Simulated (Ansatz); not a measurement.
Basis sets compared for GeI₂. Total charge 0; singlet. Geometry PBE-D4/def2-TZVP. Ansatz on 4 threads of Arm Neoverse V2 on a shared host; times are rough, and most runs start from earlier orbitals.

Cartesian coordinates in Å:
```
Ge -0.0511 -1.0648 -0.1372
I -1.8987 0.6977 -0.4975
I 1.9498 0.3670 0.6346
```

In the def2 sets I takes a core potential; there is no spin–orbit coupling.

Binding counts from free atoms (Ge triplet, I doublet) in the same basis, without a counterpoise term.

```csv
level,functions,energy (Eh),HOMO (eV),LUMO (eV),binding per atom (eV),wall time
PBE-D4/def2-SVP,84,-2671.8982,-6.30,-3.99,2.23,0.55 s
PBE-D4/def2-TZVP,148,-2672.1792,-6.33,-4.01,2.24,0.9 s
r2SCAN-D4/def2-TZVP (with forces),148,-2672.7285,-6.59,-4.03,2.13,2.5 s
PBE0-D4/def2-SVP,84,-2671.9951,-7.32,-3.42,2.10,1 s
PBE0-D4/def2-TZVP,148,-2672.2751,-7.31,-3.38,2.12,1.6 s
```

(1) Estimate the rows for PBE-D4/def2-TZVPD, r2SCAN-D4/def2-TZVPD, PBE0-D4/def2-TZVPD.

## Answers

(1) 
| level | functions | energy (Eh) | HOMO (eV) | LUMO (eV) | binding per atom (eV) | wall time |
| --- | --- | --- | --- | --- | --- | --- |
| PBE-D4/def2-TZVPD | 172 | -2672.1802 | -6.35 | -4.03 | 2.24 | 1.5 s |
| r2SCAN-D4/def2-TZVPD | 172 | -2672.7295 | -6.60 | -4.04 | 2.14 | 3 s |
| PBE0-D4/def2-TZVPD | 172 | -2672.2761 | -7.32 | -3.40 | 2.13 | 2.4 s |
